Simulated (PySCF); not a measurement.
## Field gradients at the hydrogen positions

Compound: C₅H₁₁FSi₃.
Cartesian coordinates in Å at the GFN2-xTB level; atoms count from 1:
```xyz
20
C5H11FSi3 angstrom
C      5.0066    0.2237   -0.1435
C      3.8848    0.2043    0.2888
Si     2.1555    0.1603    0.9540
C      1.0221   -0.4027   -0.4694
Si    -0.7864   -0.5611    0.0398
F     -0.8231   -1.6119    1.2869
C     -2.1472   -1.0249   -1.2183
Si    -3.1956    0.5029   -0.7157
C     -1.7873    1.0015    0.4897
H      5.9889    0.2420   -0.5213
H      2.1214   -0.7854    2.0723
H      1.7937    1.5192    1.3807
H      1.3727   -1.3643   -0.8422
H      1.1059    0.2969   -1.2995
H     -2.6214   -1.9829   -1.0255
H     -1.8351   -1.0363   -2.2585
H     -4.4604    0.1717   -0.0603
H     -3.4162    1.4554   -1.8059
H     -1.3019    1.9434    0.2501
H     -2.0822    1.0590    1.5336
```

Level: PBE0/pcSseg-1 (PySCF, non-relativistic); Q(2H) = 0.00286 b; rigid geometry, the same for H and D, with no vibrational averaging.

Question: Rank these positions by the coupling χzz of a deuteron there, largest first.
A. H12 (Si–H hydrogen)
B. H16 (methylene hydrogen)
C. H10 (alkyne hydrogen)
D. H17 (Si–H hydrogen)
E. H13 (methylene hydrogen)

Answer: C (260 kHz), B (224 kHz), E (215 kHz), D (110 kHz), A (105 kHz).

Question: What are Vzz, η and χzz (234.96 MHz × Q × Vzz) at all hydrogens?

Answer: 
```tsv
atom	bonded to	bond length (Å)	Vzz (au)	η	χzz (kHz)
H10	C1	1.053	0.3866	0.00	260
H11	Si3	1.465	0.1590	0.00	107
H12	Si3	1.470	0.1567	0.01	105
H13	C4	1.089	0.3205	0.01	215
H14	C4	1.089	0.3221	0.01	216
H15	C7	1.086	0.3324	0.03	223
H16	C7	1.086	0.3334	0.03	224
H17	Si8	1.463	0.1634	0.01	110
H18	Si8	1.464	0.1623	0.01	109
H19	C9	1.086	0.3327	0.03	224
H20	C9	1.086	0.3325	0.03	223
```

Question: Average by the element that carries the hydrogen.

Answer: on C: 227 kHz over 7 positions, mean bond length 1.082 Å; on Si: 108 kHz over 4 positions, mean bond length 1.465 Å.

Question: Give the 2H NMR doublet splittings at H10 for a magnetic field along the z, y and x axes of the gradient: 3χ/2, 3χ(1 + η)/4, 3χ(1 − η)/4.

Answer: With |χ| = 259.8 kHz and η = 0.000: 390, 195 and 195 kHz, to first order and without motion.

Geometry: GFN2-xTB, one conformer, isolated molecule. GFN2-xTB bond lengths can be off by several hundredths of an ångström, more for odd bonds, and the gradients follow them. The small basis limits the accuracy of the gradients.
